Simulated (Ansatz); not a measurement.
CH8BFSi2 (`C[SiH](F)B[SiH3]`), relaxed with RKS PBE0-D4/def2-TZVP in Ansatz 0.2.0 from a PBE-D4/def2-SVP geometry. The force threshold is 0.005 eV/Å; the program also tests the step.

The species carries charge 0 and has multiplicity 1.

Start:

```xyz
13

C     1.575   -1.727    0.146
Si    0.068   -0.918   -0.652
F    -1.286   -1.549    0.062
B     0.074    1.077   -0.440
Si   -1.422    1.951    0.582
H     1.669   -1.445    1.214
H     2.501   -1.418   -0.380
H     1.489   -2.831    0.084
H    -0.008   -1.298   -2.113
H     0.958    1.727   -0.969
H    -1.259    3.416    0.894
H    -1.712    1.215    1.866
H    -2.648    1.798   -0.294
```

```json
{"step": "1", "energy (eV)": "-20307.4024", "largest force (eV/Å)": "0.967", "largest move (Å)": "0.000"}
{"step": "2", "energy (eV)": "-20307.4552", "largest force (eV/Å)": "0.571", "largest move (Å)": "0.038"}
{"step": "3", "energy (eV)": "-20307.4687", "largest force (eV/Å)": "0.106", "largest move (Å)": "0.026"}
{"step": "4", "energy (eV)": "-20307.4698", "largest force (eV/Å)": "0.026", "largest move (Å)": "0.017"}
{"step": "5", "energy (eV)": "-20307.4705", "largest force (eV/Å)": "0.045", "largest move (Å)": "0.021"}
{"step": "6", "energy (eV)": "-20307.4709", "largest force (eV/Å)": "0.030", "largest move (Å)": "0.027"}
{"step": "7", "energy (eV)": "-20307.4710", "largest force (eV/Å)": "0.018", "largest move (Å)": "0.011"}
{"step": "8", "energy (eV)": "-20307.4710", "largest force (eV/Å)": "0.007", "largest move (Å)": "0.004"}
{"step": "9", "energy (eV)": "-20307.4711", "largest force (eV/Å)": "0.005", "largest move (Å)": "0.012"}
{"step": "10", "energy (eV)": "-20307.4712", "largest force (eV/Å)": "0.028", "largest move (Å)": "0.056"}
{"step": "11", "energy (eV)": "-20307.4713", "largest force (eV/Å)": "0.023", "largest move (Å)": "0.015"}
{"step": "12", "energy (eV)": "-20307.4715", "largest force (eV/Å)": "0.021", "largest move (Å)": "0.063"}
{"step": "13", "energy (eV)": "-20307.4716", "largest force (eV/Å)": "0.024", "largest move (Å)": "0.026"}
{"step": "14", "energy (eV)": "-20307.4717", "largest force (eV/Å)": "0.025", "largest move (Å)": "0.031"}
{"step": "15", "energy (eV)": "-20307.4717", "largest force (eV/Å)": "0.023", "largest move (Å)": "0.030"}
{"step": "16", "energy (eV)": "-20307.4718", "largest force (eV/Å)": "0.016", "largest move (Å)": "0.014"}
{"step": "17", "energy (eV)": "-20307.4718", "largest force (eV/Å)": "0.007", "largest move (Å)": "0.004"}
{"step": "18", "energy (eV)": "-20307.4718", "largest force (eV/Å)": "0.001", "largest move (Å)": "0.002"}
```

End:

```xyz
13

C     1.613   -1.707    0.124
Si    0.054   -0.987   -0.605
F    -1.203   -1.694    0.117
B    -0.012    1.003   -0.404
Si   -1.449    1.986    0.588
H     1.711   -1.459    1.184
H     2.491   -1.322   -0.401
H     1.606   -2.796    0.028
H    -0.049   -1.341   -2.051
H     0.841    1.625   -0.972
H    -1.085    3.369    1.003
H    -1.943    1.244    1.779
H    -2.575    2.079   -0.391
```

Run time 43 s (4 threads of a server CPU on a shared host); peak host memory 0.65 GiB.
